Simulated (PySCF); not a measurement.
Solvent effects on NMR parameters

Geometry:
```
atom   x (Å)   y (Å)   z (Å)
  C1   2.940   1.841  -0.310
  C2   1.855   1.223   0.167
  P3   1.028  -0.076  -0.722
  C4   0.814  -1.599   0.259
  C5  -0.671  -1.605   0.526
  C6  -1.451  -0.705  -0.097
 Si7  -3.332  -0.615   0.122
  C8  -0.742   0.255  -1.032
  H9   3.420   2.639   0.264
 H10   3.393   1.587  -1.274
 H11   1.415   1.488   1.136
 H12   1.756  -0.304  -1.909
 H13   1.429  -1.561   1.173
 H14   1.147  -2.480  -0.318
 H15  -1.068  -2.359   1.213
 H16  -3.668   0.756   0.602
 H17  -3.963  -0.849  -1.208
 H18  -3.717  -1.656   1.111
 H19  -0.984   0.069  -2.093
 H20  -0.968   1.315  -0.833
```

Total charge +1.

GIAO PBE0/pcSseg-1 in PySCF on one PBE0-D3(BJ)/def2-SVP conformer, non-relativistic, equivalent nuclei averaged. Solvents enter as an IEF-PCM continuum (dichloromethane with ε = 8.9) around the gas-phase geometry. Shifts are referred to TMS computed in the same medium.

Gas phase, δ in ppm: C1 160.4, C6 147.1, C5 145.1, C2 118.7, C8 35.8, C4 34.4, Si7 -66.1, H9 7.34, H10 7.15, H15 6.66, H12 6.34, H11 6.15, H16/H17/H18 4.53, H14 3.60. Dipole moment 5.12 D.

Problem. How does each δ change in the continuum?

Solution. 
```tsv
atoms	environment	Δδ, dichloromethane
C1	terminal =CH2 carbon	-2.3
C6	fully substituted alkene carbon	-3.3
C5	alkene CH	+4.7
C2	alkene CH	+4.9
C8	allylic sp3 CH2 bonded to P	+0.2
C4	allylic sp3 CH2 bonded to P	+0.5
Si7	silicon bonded to C, 3 H	-1.0
H9	hydrogen on a terminal =CH2 carbon	-0.21
H10	hydrogen on a terminal =CH2 carbon	-0.04
H15	hydrogen on an alkene CH	+0.02
H12	hydrogen on a phosphorus bonded to 3 C, in a 5-membered ring	+0.47
H11	hydrogen on an alkene CH	+0.21
H16/H17/H18	hydrogen on a silicon bonded to C	-0.23
H14	hydrogen on an allylic sp3 CH2 bonded to P	+0.04
```

Changes are relative to the gas phase. The dipole moment becomes 6.32 D in dichloromethane.

Problem. Which nuclei move most (in ppm), and what does the model miss?

Solution. C2 (alkene CH, +4.9 ppm) in dichloromethane. A continuum only polarises the solute; specific hydrogen bonds, the anisotropy of aromatic solvents and changes of geometry or conformer are outside it, as are counter-ions.
